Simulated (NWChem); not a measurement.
System: CH$_{2}$BF$_{3}$O; SMILES OBC(F)(F)F

The following NWChem deck was run.

```
start job
memory heap 200 mb stack 900 mb global 1100 mb
geometry units angstroms noautosym nocenter noautoz
  B     -0.753460     1.068294     0.000000
  C     -0.046338    -0.382705     0.000000
  F     -0.374721    -1.110080    -1.095826
  F     -0.374721    -1.110080     1.095826
  F      1.323904    -0.256343     0.000000
  H     -1.958632     1.186623     0.000000
  O      0.026774     2.164113     0.000000
  H      0.976721     1.919619     0.000000
end
basis spherical
  * library def2-svp
end
dft
  xc hfexch
  iterations 150
end
property
  efieldgrad
end
task dft property
```

NWChem printed, in part:

```
             Northwest Computational Chemistry Package (NWChem) 7.3.0
             --------------------------------------------------------

                             Geometry "geometry" -> ""
                             -------------------------

 Output coordinates in angstroms (scale by  1.889725989 to convert to a.u.)

  No.       Tag          Charge          X              Y              Z
 ---- ---------------- ---------- -------------- -------------- --------------
    1 B                    5.0000    -0.75346000     1.06829400     0.00000000
    2 C                    6.0000    -0.04633800    -0.38270500     0.00000000
    3 F                    9.0000    -0.37472100    -1.11008000    -1.09582600
    4 F                    9.0000    -0.37472100    -1.11008000     1.09582600
    5 F                    9.0000     1.32390400    -0.25634300     0.00000000
    6 H                    1.0000    -1.95863200     1.18662300     0.00000000
    7 O                    8.0000     0.02677400     2.16411300     0.00000000
    8 H                    1.0000     0.97672100     1.91961900     0.00000000

 Effective nuclear repulsion energy (a.u.)     243.7494345243

  xc_inp: hfexch multiplicative factor not found.
                              NWChem Property Module
                              ----------------------

  itol2e modified to match energy
  convergence criterion.

                                 NWChem DFT Module
                                 -----------------

 Summary of "ao basis" -> "ao basis" (spherical)
 ------------------------------------------------------------------------------
       Tag                 Description            Shells   Functions and Types
 ---------------- ------------------------------  ------  ---------------------
 B                          def2-svp                 6       14   3s2p1d
 C                          def2-svp                 6       14   3s2p1d
 F                          def2-svp                 6       14   3s2p1d
 H                          def2-svp                 3        5   2s1p
 O                          def2-svp                 6       14   3s2p1d

  itol2e modified to match energy
  convergence criterion.

            General Information
            -------------------
          SCF calculation type: DFT
          Wavefunction type:  closed shell.
          No. of atoms     :     8
          No. of electrons :    48
           Alpha electrons :    24
            Beta electrons :    24
          Charge           :     0
          Spin multiplicity:     1
          Use of symmetry is: off; symmetry adaption is: off
          Maximum number of iterations: 150
          AO basis - number of functions:    94
                     number of shells:    42
          Convergence on energy requested:  1.00D-07
          Convergence on density requested:  1.00D-05
          Convergence on gradient requested:  5.00D-04

              XC Information
              --------------
                     Hartree-Fock (Exact) Exchange  1.000

      Superposition of Atomic Density Guess
      -------------------------------------

 Sum of atomic energies:        -435.69605118

      Non-variational initial energy
      ------------------------------

 Total energy =    -437.466182
 1-e energy   =   -1089.360940
 2-e energy   =     408.145324
 HOMO         =      -0.342118
 LUMO         =       0.008031

[...]

          -----------------------
          Electric field gradient
          -----------------------

 1 a.u. = 0.324123 10**(16) esu/cm**3  ( or statvolts/cm**2 ) = 0.97174 10**(22) v/m**2

 ------------------------------------------------------------
   Atom      X         Y         Z
 ------------------------------------------------------------
    1 B   -1.42383   2.01878   0.00000
 ------------------------------------------------------------

 Electric field gradient in molecular frame (a.u.)
         XX             YY             ZZ             XY             XZ             YZ
 ------------------------------------------------------------------------------------------
        0.272504       0.185890      -0.458395      -0.024764       0.000000      -0.000000

 Principal components (a.u.) and orientation
 of principal axis w.r.t. absolute frame                      Asymmetry parameter eta
 --------------------------------------------------------------------------------------
       -0.458395       0.279085       0.179310                       0.217662

        0.000000       0.966461       0.256814
        0.000000      -0.256814       0.966461
        1.000000       0.000000       0.000000

 ------------------------------------------------------------
   Atom      X         Y         Z
 ------------------------------------------------------------
    2 C   -0.08757  -0.72321   0.00000
 ------------------------------------------------------------

 Electric field gradient in molecular frame (a.u.)
         XX             YY             ZZ             XY             XZ             YZ
 ------------------------------------------------------------------------------------------
       -0.173419       0.465968      -0.292549      -0.368354       0.000000      -0.000000

 Principal components (a.u.) and orientation
 of principal axis w.r.t. absolute frame                      Asymmetry parameter eta
 --------------------------------------------------------------------------------------
        0.634013      -0.341464      -0.292549                       0.077151

       -0.415054       0.909797       0.000000
        0.909797       0.415054       0.000000
        0.000000       0.000000       1.000000

 ------------------------------------------------------------
   Atom      X         Y         Z
 ------------------------------------------------------------
    3 F   -0.70812  -2.09775  -2.07081
 ------------------------------------------------------------

 Electric field gradient in molecular frame (a.u.)
         XX             YY             ZZ             XY             XZ             YZ
 ------------------------------------------------------------------------------------------
        1.171521       0.202585      -1.374106      -0.611543      -0.800218      -1.852259

 Principal components (a.u.) and orientation
 of principal axis w.r.t. absolute frame                      Asymmetry parameter eta
 --------------------------------------------------------------------------------------
       -2.849929       1.491727       1.358202                       0.046852

        0.242467      -0.674320       0.697497
        0.538325       0.691630       0.481513
        0.807104      -0.258729      -0.530700

 ------------------------------------------------------------
   Atom      X         Y         Z
 ------------------------------------------------------------
    4 F   -0.70812  -2.09775   2.07081
 ------------------------------------------------------------

 Electric field gradient in molecular frame (a.u.)
         XX             YY             ZZ             XY             XZ             YZ
 ------------------------------------------------------------------------------------------
        1.171521       0.202585      -1.374106      -0.611543       0.800218       1.852259

 Principal components (a.u.) and orientation
 of principal axis w.r.t. absolute frame                      Asymmetry parameter eta
 --------------------------------------------------------------------------------------
       -2.849929       1.491727       1.358202                       0.046852

       -0.242467      -0.674320       0.697497
       -0.538325       0.691630       0.481513
        0.807104       0.258729       0.530700

 ------------------------------------------------------------
   Atom      X         Y         Z
 ------------------------------------------------------------
    5 F    2.50182  -0.48442   0.00000
 ------------------------------------------------------------

 Electric field gradient in molecular frame (a.u.)
         XX             YY             ZZ             XY             XZ             YZ
 ------------------------------------------------------------------------------------------
       -2.709087       1.348737       1.360350      -0.420136      -0.000000      -0.000000

 Principal components (a.u.) and orientation
 of principal axis w.r.t. absolute frame                      Asymmetry parameter eta
 --------------------------------------------------------------------------------------
       -2.752130       1.391780       1.360350                       0.011420

        0.994793      -0.101917       0.000000
        0.101917       0.994793       0.000000
        0.000000       0.000000       1.000000

 ------------------------------------------------------------
   Atom      X         Y         Z
 ------------------------------------------------------------
    6 H   -3.70128   2.24239   0.00000
 ------------------------------------------------------------

 Electric field gradient in molecular frame (a.u.)
         XX             YY             ZZ             XY             XZ             YZ
 ------------------------------------------------------------------------------------------
       -0.211702       0.108762       0.102940       0.029296      -0.000000       0.000000

[...]
```

Level: Hartree-Fock/def2-SVP. The geometry was optimised at PBE-D3(BJ)/def2-SVP. NWChem prints the field gradient with the sign opposite to the second derivative of the potential.
